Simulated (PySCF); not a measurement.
Ge(OH)2(SMe)2, SMILES [OH][Ge]([S]C)([OH])[S]C, GFN2-xTB optimised geometry. Atoms within 1.6 Å of the plane z = 1.5 Å (x, y, z in Å): S2 (1.61, -1.11, 0.00), Ge3 (-0.64, -1.11, 0.00), O5 (-1.11, 0.59, 0.00), S6 (-1.59, -2.23, 1.69), C7 (-0.70, -1.48, 3.09), H15 (0.36, -1.71, 3.02).

Level of theory: PySCF with PBE0/def2-TZVP. Cells within 0.4 Å of a nucleus heavier than hydrogen are left out (blank, or x).

Map of the Laplacian of the electron density (e/bohr⁵), clipped to [-1.50, 1.50] on the plane z = 1.5 Å:

```
|22222222222222222222222222222|
|22222222222222222222222222222|
|22222222222222222222222222222|
|22222222222222222222222222222|
|22222222222222222222222222222|
|22222222222222222222222222222|
|22222222222222222222222222222|
|22222222222222222222222222222|
|22222222222222222222222222222|
|22222222222222222222222222222|
|22222222222222222222222222222|
|22222222222222222222222222222|
|22222222222222222222222222222|
|22222222222222222222222222222|
|22222222222222222222222222222|
|22222222222222222222222222222|
|22222222222222222222222222222|
|22222222222222222222222222222|
|22222222222222222222222222222|
|22222222112222222222222222222|
|22222210771222222222222222222|
|22222209xx9122222222222222222|
|22222209xx9122222222222222222|
|22222218993122222222222222222|
|22222220000222222222222222222|
|22222222222222222222222222222|
|22222222222222222222222222222|
|22222222222222222222222222222|
|22222222222222222222222222222|
```
Scale: ten equal steps from -0.428 (start of '0') to 1.50 (end of '9'), in the order '0123456789'; x runs from -4.00 to 4.00, y from -4.00 (bottom) to 4.00 (top).
